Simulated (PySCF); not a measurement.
## Excitation energies in several basis sets

C4H5B.
InChI=1S/C4H5B/c1-2-3-4-5/h2H,1,5H2

TDDFT with PBE0 (PySCF), vertical singlets, core orbitals frozen in the response, spherical d and f functions. Isolated species at its PBE0-D3(BJ)/def2-SVP geometry, gas phase.

```json
{"basis": "6-31G*", "functions": "80", "diffuse": "no", "S1 (eV)": "3.40", "S2 (eV)": "4.61", "S3 (eV)": "5.94", "S4 (eV)": "6.24", "S5 (eV)": "6.39", "LUMO (eV)": "-2.27", "α (au)": "60.6"}
{"basis": "def2-SVP", "functions": "95", "diffuse": "no", "S1 (eV)": "3.37", "S2 (eV)": "4.58", "S3 (eV)": "5.84", "S4 (eV)": "6.15", "S5 (eV)": "6.36", "LUMO (eV)": "-2.53", "α (au)": "64.0"}
{"basis": "6-31+G*", "functions": "100", "diffuse": "yes", "S1 (eV)": "3.38", "S2 (eV)": "4.52", "S3 (eV)": "5.83", "S4 (eV)": "6.13", "S5 (eV)": "6.29", "LUMO (eV)": "-2.55", "α (au)": "68.5"}
{"basis": "def2-SVPD", "functions": "140", "diffuse": "yes", "S1 (eV)": "3.36", "S2 (eV)": "4.55", "S3 (eV)": "5.80", "S4 (eV)": "6.11", "S5 (eV)": "6.32", "LUMO (eV)": "-2.60", "α (au)": "72.9"}
{"basis": "aug-cc-pVDZ", "functions": "160", "diffuse": "yes", "S1 (eV)": "3.34", "S2 (eV)": "4.50", "S3 (eV)": "5.76", "S4 (eV)": "6.06", "S5 (eV)": "6.26", "LUMO (eV)": "-2.59", "α (au)": "74.5"}
{"basis": "def2-TZVP", "functions": "185", "diffuse": "no", "S1 (eV)": "3.35", "S2 (eV)": "4.51", "S3 (eV)": "5.79", "S4 (eV)": "6.10", "S5 (eV)": "6.30", "LUMO (eV)": "-2.58", "α (au)": "70.7"}
{"basis": "def2-TZVPD", "functions": "230", "diffuse": "yes", "S1 (eV)": "3.35", "S2 (eV)": "4.51", "S3 (eV)": "5.78", "S4 (eV)": "6.09", "S5 (eV)": "6.28", "LUMO (eV)": "-2.59", "α (au)": "74.3"}
```

**Question.** Compare the sets with the largest diffuse one.

**Answer.** States are compared by their number. Against the largest diffuse basis here (def2-TZVPD, itself not a converged limit), sets without diffuse functions differ by up to 0.04 eV in S1 and 0.11 eV in S5; the smaller diffuse sets differ by up to 0.03 and 0.04 eV. S1 is led by HOMO-1→LUMO (99%) in 6-31G* and by HOMO→LUMO (99%) in def2-TZVPD. State by state, the largest deviation of a set without diffuse functions is S1 0.04, S2 0.10, S3 0.17, S4 0.16, S5 0.11 eV. The same number needn't mean the same state in each row. Against def2-TZVPD the polarisability deviates by -19% in 6-31G*, -14% in def2-SVP, -8% in 6-31+G*, -2% in def2-SVPD, 0% in aug-cc-pVDZ, -5% in def2-TZVP. A single + in a Pople set puts diffuse functions on heavy atoms only.
